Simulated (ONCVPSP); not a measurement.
## cobalt (Co): excitation energies, all-electron against ONCV

ONCVPSP 4.0.1 input, shortened (lines: element, Z, core and valence counts, functional; n l f; lmax; l rc ep ncon nbas qcut; lloc lpopt rc5 dvloc0; l nproj debl; icmod fcfact rcfact), PBEsol, fully relativistic:

```
  Co 27.00    3    4  -116133      upf
    1    0    2.00
    2    0    2.00
    2    1    6.00
    3    0    2.00
    3    1    6.00
    3    2    7.00
    4    0    2.00
    2
    0    1.25    0.00    3    8   10.90
    1    0.90    0.00    3    8    8.00
    2    1.75    0.00    4    8    7.20
    4    5    0.75    3.00
    0    3    0.90
    1    2    2.80
    2    1    0.60
    4    0.70    0.00
```

Open shells are filled in proportion to 2j + 1.

Energies are relative to the spin-unpolarised reference configuration 3s2 3p6 3d7 4s2; without spin polarisation the order of configurations can differ from experiment.

```csv
valence configuration,charge,ΔE all-electron (eV),error AE − PS (meV)
3s2 3p6 3d7 4s0,+2,25.744,+12
3s2 3p6 3d6 4s0,+3,61.581,-6.6
3s2 3p6 3d7.5 4s1.5,0,-0.965,+17
```

Question: What are ΔE and the potential's error for 3s2 3p6 3d7 4s1?

Answer: ΔE = 9.046 eV all-electron; the error (AE − PS) is +3.2 meV.
